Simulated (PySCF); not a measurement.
Cl2FGeHO. Atoms are numbered in the order given.

```xyz
6

O     -1.6112    -0.8826    -0.5840
Ge    -0.1918    -0.1327     0.1168
F     -0.2076    -0.3628     1.8307
Cl     1.5207    -1.1008    -0.6876
Cl    -0.1483     1.9835    -0.2067
H     -2.4341    -0.4336    -0.3394
```
Charge 0, spin multiplicity 1.

Coordinates come from a B3LYP-D3(BJ)/def2-SVP optimisation. This is a generated structure with no PubChem entry under its InChIKey; it may be hypothetical. Other conformers were not sampled.

Computed with PBE/pcSseg-1 (PySCF).

GIAO shieldings, no solvent; atoms listed in one row are averaged. δ = σ(ref) − σ: ¹⁷O against H2O (σ = 334.3 ppm); ⁷³Ge against GeH4 (σ = 1614.4 ppm); ¹⁹F against CFCl3 (σ = 133.6 ppm); ³⁵Cl against HCl (σ = 936.5 ppm); ¹H against TMS (σ = 31.49 ppm), references at their B3LYP-D3(BJ)/def2-TZVP geometries, non-relativistic (without spin–orbit terms, shifts of atoms bonded to Cl or Br come out too high).

Computed chemical shifts:
| nucleus | atoms | count | δ (ppm) |
|---|---|---|---|
| ¹⁷O | O1 | 1 | 118.5 |
| ⁷³Ge | Ge2 | 1 | 401.6 |
| ¹⁹F | F3 | 1 | -94.6 |
| ³⁵Cl | Cl5 | 1 | 184.7 |
| ³⁵Cl | Cl4 | 1 | 152.2 |
| ¹H | H6 | 1 | 3.05 |
